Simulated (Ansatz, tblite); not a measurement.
Isomers of GeSe₂⁺ (doublet), found by a short tight-binding search and relaxed with PBE0-D4/def2-TZVP in Ansatz.

The xTB rows come from tblite. Correlated methods freeze 27 core orbitals; core or outer-core shells of Ge, Se are correlated, in sets that lack core-valence functions. In CCSD on the charge 1 doublet the largest single amplitude is 0.21, so its Hartree–Fock determinant may place the open shell otherwise than the density functionals do.

Run but left out: HF/def2-SVP, HF/def2-TZVP, PBE-QIDH/def2-TZVP, MP2/def2-SVP (A: ⟨S²⟩ 0.96 to 1.13, where a pure state has 0.75).

A: At PBE-D4/def2-TZVP the gap within one spin of the charge 1 doublet nearly closes, so an electron or hole may be smeared out by delocalisation error. At CCSD(T)/def2-SVP the charge 1 doublet is spin-contaminated (final ⟨S²⟩ up to 1.12, 0.75 for a pure state).

Other spin states were run for one of them alone.

A:

Cartesian coordinates in Å:
```
Ge 0.001 0.005 -0.004
Se 1.918 0.197 0.944
Se -1.920 -0.202 -0.940
```

B:

```xyz
3

Ge    0.469   -0.486   -1.260
Se   -0.351    1.288    0.183
Se   -0.118   -0.802    1.077
```

Q: Estimate their order by electronic energy at PBE0-D4/def2-TZVP, counted from the lowest.

A: B (0.00) < A (1.42), in eV.

Q: Do the other levels pick the same lowest one?

A: Not GFN1-xTB. Energies above each level's lowest (eV):

| level | A | B |
| --- | --- | --- |
| GFN1-xTB | 0.00 | 0.28 |
| GFN2-xTB | 0.69 | 0.00 |
| PBE-D4/def2-TZVP | 1.34 | 0.00 |
| r2SCAN-D4/def2-TZVP | 1.23 | 0.00 |
| PBE0-D4/def2-TZVP | 1.42 | 0.00 |
| CCSD/def2-SVP | 1.06 | 0.00 |
| CCSD(T)/def2-SVP | 1.03 | 0.00 |
Point groups (tolerance 0.1 Å): A D∞h, B C2v. Lower isomers may exist.
